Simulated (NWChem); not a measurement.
System: InP2H5; SMILES [PH2][InH][PH2]

NWChem input:

```
start job
memory heap 200 mb stack 900 mb global 1100 mb
geometry units angstroms
  In    -0.489558     0.022502     0.085402
  H     -2.218638    -0.068541     0.188590
  P      0.874838    -2.079764    -0.145552
  H      0.181884    -2.745275     0.913229
  H      1.928183    -1.610081     0.698142
  P      0.647070     2.253798    -0.166553
  H      1.743608     1.904974     0.680710
  H     -0.111961     2.853029     0.886503
end
basis spherical
  In library 3-21g
  H library 3-21g
  P library 3-21g
end
dft
  xc hfexch
  iterations 150
end
driver
  maxiter 120
end
task dft optimize
task dft freq
```

The level has its own optimisation; frequencies are unscaled.

Give the results of this calculation. (Hartree-Fock/3-21G, non-relativistic.) Quantities: r H–In (Å); r In–P (Å); r H–P (Å); highest harmonic frequency (cm⁻¹); lowest (cm⁻¹); zero-point energy (kcal/mol); dipole (D).


| Quantity | Result |
|---|---|
| r H–In (Å) | 1.766 |
| r In–P (Å) | 2.574 |
| r H–P (Å) | 1.422 |
| highest harmonic frequency (cm⁻¹) | 2407 |
| lowest (cm⁻¹) | 77 |
| zero-point energy (kcal/mol) | 26.0 |
| dipole (D) | 2.64 |
